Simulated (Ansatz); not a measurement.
The same path of a periodic cell of 63 atoms, Si₆₂P (host Si, host structure diamond, dopant P, one Si atom removed), cell charge -1 was run twice with different band settings. Lost on the way: P7–Si13, P7–Si25, P7–Si63. Made: P7–Si8, P7–Si14, P7–Si30.

These are results of DFT PBE, scalar-relativistic, plane waves, PAW (Ansatz), not measurements. Settings: PAW set soft_1, cutoff 420 eV, k mesh 1x1x1, gaussian smearing 0.02 eV, no spin polarisation.

Relaxed end points:

```xyz
63
Lattice="10.8600 0.0000 0.0000 0.0000 10.8600 0.0000 0.0000 0.0000 10.8600" Properties=species:S:1:pos:R:3
Si 5.356 0.032 0.024
Si 6.775 1.360 1.360
Si 8.171 2.680 0.013
Si 9.589 4.028 1.318
Si 8.221 0.031 2.663
Si 9.715 1.430 3.855
P -0.005 -0.035 0.001
Si 2.349 2.711 0.440
Si 4.015 4.072 1.422
Si 5.401 5.392 0.010
Si 6.804 6.722 1.370
Si 8.068 8.135 -0.019
Si 9.491 9.481 1.268
Si 2.715 0.040 2.715
Si 4.084 1.361 4.088
Si 5.430 2.722 2.731
Si 6.817 4.050 4.083
Si 8.208 5.366 2.723
Si 9.520 6.798 4.056
Si 5.438 0.000 5.443
Si 6.798 1.342 6.801
Si 8.225 2.673 5.365
Si 9.509 4.031 6.784
Si 8.140 -0.035 8.143
Si 9.514 1.280 9.519
Si -0.048 5.497 -0.043
Si 1.356 6.782 1.360
Si 2.676 8.166 0.014
Si 4.042 9.498 1.395
Si 0.433 2.716 2.352
Si 1.417 4.074 4.021
Si 2.773 5.521 2.777
Si 4.126 6.871 4.130
Si 5.483 8.162 2.705
Si 6.834 9.540 4.046
Si 0.020 0.033 5.360
Si 1.356 1.360 6.780
Si 2.726 2.722 5.433
Si 4.079 4.049 6.820
Si 5.446 5.420 5.450
Si 6.789 6.785 6.794
Si 8.137 8.143 5.410
Si 9.499 9.523 6.724
Si 2.658 0.031 8.225
Si 3.851 1.430 9.718
Si 5.362 2.672 8.228
Si 6.780 4.032 9.513
Si 8.131 5.396 8.135
Si 9.445 6.838 9.448
Si 0.010 8.167 2.679
Si 1.392 9.501 4.043
Si 0.005 5.393 5.407
Si 1.368 6.722 6.807
Si 2.701 8.163 5.485
Si 4.041 9.540 6.838
Si 0.009 2.680 8.176
Si 1.314 4.026 9.596
Si 2.719 5.365 8.213
Si 4.052 6.797 9.524
Si 5.406 8.143 8.142
Si 6.720 9.524 9.502
Si -0.021 8.135 8.072
Si 1.263 9.481 9.496
```

```xyz
63
Lattice="10.8600 0.0000 0.0000 0.0000 10.8600 0.0000 0.0000 0.0000 10.8600" Properties=species:S:1:pos:R:3
Si 5.440 0.001 0.001
Si 6.798 1.351 1.351
Si 8.209 2.656 0.004
Si 9.546 4.043 1.353
Si 8.209 0.004 2.656
Si 9.546 1.353 4.043
P 1.317 1.317 1.317
Si 2.699 2.699 0.101
Si 4.084 4.084 1.387
Si 5.419 5.419 -0.013
Si 6.771 6.771 1.335
Si 8.143 8.143 -0.010
Si 9.557 9.557 1.196
Si 2.699 0.101 2.699
Si 4.084 1.387 4.084
Si 5.464 2.727 2.727
Si 6.816 4.081 4.081
Si 8.166 5.430 2.697
Si 9.513 6.812 4.037
Si 5.419 -0.013 5.419
Si 6.771 1.335 6.771
Si 8.166 2.697 5.430
Si 9.513 4.037 6.812
Si 8.143 -0.010 8.143
Si 9.557 1.196 9.557
Si 0.001 5.440 0.001
Si 1.351 6.798 1.351
Si 2.656 8.209 0.004
Si 4.043 9.546 1.353
Si 0.101 2.699 2.699
Si 1.387 4.084 4.084
Si 2.727 5.464 2.727
Si 4.081 6.816 4.081
Si 5.430 8.166 2.697
Si 6.812 9.513 4.037
Si 0.001 0.001 5.440
Si 1.351 1.351 6.798
Si 2.727 2.727 5.464
Si 4.081 4.081 6.816
Si 5.427 5.427 5.427
Si 6.774 6.774 6.774
Si 8.140 8.140 5.413
Si 9.491 9.491 6.775
Si 2.656 0.004 8.209
Si 4.043 1.353 9.546
Si 5.430 2.697 8.166
Si 6.812 4.037 9.513
Si 8.140 5.413 8.140
Si 9.491 6.775 9.491
Si 0.004 8.209 2.656
Si 1.353 9.546 4.043
Si -0.013 5.419 5.419
Si 1.335 6.771 6.771
Si 2.697 8.166 5.430
Si 4.037 9.513 6.812
Si 0.004 2.656 8.209
Si 1.353 4.043 9.546
Si 2.697 5.430 8.166
Si 4.037 6.812 9.513
Si 5.413 8.140 8.140
Si 6.775 9.491 9.491
Si -0.010 8.143 8.143
Si 1.196 9.557 9.557
```

Common settings: climbing image yes; spring 5.0 eV/Å²; optimiser quadratic models (default); end points relaxed.

| run | movable images | start path | force threshold | iteration limit |
| --- | --- | --- | --- | --- |
| 1 | 5 | IDPP | 0.03 eV/Å | 80 |
| 2 | 3 | default | 0.05 eV/Å | 50 |

Question: What does each run give, and how far can it be trusted?

Answer: Run 1: converged after 13 iterations, highest image 0.947 eV above the first end. By the program's own check the climbing image is a first-order saddle point (lowest curvatures found: -2.85 and 0.69 eV/Å²).
Run 2: converged after 16 iterations, highest image 0.947 eV above the first end. The order of the stationary point at the top wasn't checked. One k-point is too few for this cell, so energies aren't converged.
Limits of this set-up: coarse k mesh, charged cell in a uniform background, uncorrected.
